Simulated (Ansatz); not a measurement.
Two isomers of CH7BFNSi: A = `B[Si](C)(N)F`, B = `NC[SiH2]BF`.

Calculated with Ansatz (gas phase, PBE0-D4/def2-TZVP geometries, no zero-point term in ΔE). CBS: MP2 limit from def2 TZ/QZ plus the TZ coupled-cluster correction, frozen cores. Functionals use def2-TZVPP. One conformer a species, not always the lowest.

A:

Z-matrix (Å, degrees):
```
Si
C 1 1.859
N 1 1.708 2 107.8
B 1 2.009 2 118.4 3 -119.4
F 1 1.618 2 106.0 3 121.6
H 2 1.094 1 111.1 3 -57.2
H 2 1.092 1 111.0 3 63.3
H 2 1.092 1 110.6 3 -176.6
H 3 1.007 1 122.8 2 29.3
H 3 1.007 1 121.8 2 -173.8
H 4 1.199 1 119.6 2 173.6
H 4 1.197 1 123.9 2 -4.3
```

B:

```xyz
12

N    -0.641    0.595   -1.987
C    -0.430   -0.333   -0.882
Si    0.187    0.571    0.654
B     0.625   -0.674    2.204
F     0.496   -1.986    2.071
H     0.218    1.069   -2.231
H    -0.959    0.110   -2.817
H    -1.389   -0.792   -0.618
H     0.255   -1.167   -1.102
H     1.436    1.321    0.313
H    -0.807    1.581    1.115
H     1.009   -0.294    3.280
```

Problem. Which isomer does CCSD(T)/CBS put lower? Give the gap. (An estimate is asked.)

Solution. The calculation gave: A, by 165.7 kJ/mol.

Problem. Give E(B) − E(A) in kJ/mol with PBE-D4, r2SCAN-D4, HF/def2-TZVPP, MP2/def2-TZVPP, B2PLYP, PBE0-D4, CCSD(T)/def2-TZVPP. (Best estimate.)

Solution. The calculation gave: PBE-D4 142.0, r2SCAN-D4 162.0, HF/def2-TZVPP 169.2, MP2/def2-TZVPP 168.2, B2PLYP 161.0, PBE0-D4 150.6, CCSD(T)/def2-TZVPP 158.7. None reverses the order clearly.

Largest T1 diagnostic: 0.012.

The D4 term adds +3.2 kJ/mol with B3LYP and +1.7 kJ/mol with PBE0; it sums over pairs of atoms, weighted by their polarisabilities, and B3LYP, whose exchange is more repulsive, gets the larger term. From PBE to PBE0 (25 % exact exchange), in def2-TZVPP and without D4, E(B) − E(A) moves by +8.9 kJ/mol.

B3LYP here is the variant with VWN-RPA as its local correlation; programs differ in this.
